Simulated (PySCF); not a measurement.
C₇H₁₇AlF₃N.
Atom-mapped SMILES: `[CH3:1][CH2:2][CH2:3][CH2:4][N@@+:5]([CH3:6])([AlH3-:7])[CH2:8][C:9]([F:10])([F:11])[F:12]` (hydrogens: H13, H14, H15 on C1; H16, H17 on C2; H18, H19 on C3; H20, H21 on C4; H22, H23, H24 on C6; H25, H26, H27 on Al7; H28, H29 on C8)

Computed with PySCF, PBE0-D3(BJ)/def2-SVP geometry optimisation, gas phase.

**Question.** List the bond lengths, angles and torsions at this level.

**Answer.** 
```json
{"bond": "C1–C2", "length (Å)": "1.520", "order": "single"}
{"bond": "C2–C3", "length (Å)": "1.524", "order": "single"}
{"bond": "C3–C4", "length (Å)": "1.516", "order": "single"}
{"bond": "C4–N5", "length (Å)": "1.486", "order": "single"}
{"bond": "N5–C6", "length (Å)": "1.475", "order": "single"}
{"bond": "N5–Al7", "length (Å)": "2.114", "order": "single"}
{"bond": "N5–C8", "length (Å)": "1.469", "order": "single"}
{"bond": "C8–C9", "length (Å)": "1.519", "order": "single"}
{"bond": "C9–F10, C9–F11, C9–F12", "length (Å)": "1.336", "order": "single"}
{"bond": "C1–H13, C1–H14, C1–H15", "length (Å)": "1.101", "order": "single"}
{"bond": "C2–H16", "length (Å)": "1.105", "order": "single"}
{"bond": "C2–H17", "length (Å)": "1.104", "order": "single"}
{"bond": "C3–H18", "length (Å)": "1.103", "order": "single"}
{"bond": "C3–H19", "length (Å)": "1.102", "order": "single"}
{"bond": "C4–H20", "length (Å)": "1.101", "order": "single"}
{"bond": "C4–H21", "length (Å)": "1.103", "order": "single"}
{"bond": "C6–H22, C6–H23, C6–H24", "length (Å)": "1.098", "order": "single"}
{"bond": "Al7–H25, Al7–H26, Al7–H27", "length (Å)": "1.607", "order": "single"}
{"bond": "C8–H28", "length (Å)": "1.099", "order": "single"}
{"bond": "C8–H29", "length (Å)": "1.101", "order": "single"}
```

Bonds in one row agree within 0.01 Å and their mean is given. Orders are formal, as drawn. A selection of angles:
```json
{"angle": "C1–C2–C3", "degrees": "112.8"}
{"angle": "C2–C3–C4", "degrees": "111.2"}
{"angle": "C3–C4–N5", "degrees": "115.1"}
{"angle": "C4–N5–C6", "degrees": "112.2"}
{"angle": "C4–N5–Al7", "degrees": "110.7"}
{"angle": "C4–N5–C8", "degrees": "111.7"}
{"angle": "C6–N5–Al7", "degrees": "106.6"}
{"angle": "C6–N5–C8", "degrees": "112.7"}
{"angle": "Al7–N5–C8", "degrees": "102.5"}
{"angle": "N5–C8–C9", "degrees": "118.9"}
{"angle": "C8–C9–F10", "degrees": "113.1"}
{"angle": "C8–C9–F12", "degrees": "108.4"}
{"angle": "F10–C9–F11", "degrees": "107.2"}
```

Dihedral angles: C1–C2–C3–C4 180° (antiperiplanar); C2–C3–C4–N5 -179° (antiperiplanar); C3–C4–N5–C6 -64° (synclinal); C4–N5–C8–C9 59° (synclinal); N5–C8–C9–F10 -67° (synclinal).

Of the pairs four or more bonds apart, F10···H21 is among the closest relative to their van der Waals radii: 2.37 Å, 89 % of the sum of Bondi's values. Al7 (aluminium bonded to N and 3 H) is distorted tetrahedral (angles from 97.7° to 118.4°). N5 (nitrogen bonded to Al and 3 C) is distorted tetrahedral (angles from 102.5° to 112.7°).

Point group: C1 (no symmetry element, even within 0.4 Å). Stationary, but not proved a minimum. One conformer, not necessarily the lowest.

Time: 12 min wall, 25 min CPU; peak memory 1.7 GiB. Hardware: 2 threads of an AMD EPYC 7571 (shared host). That covers the optimisation of the geometry.
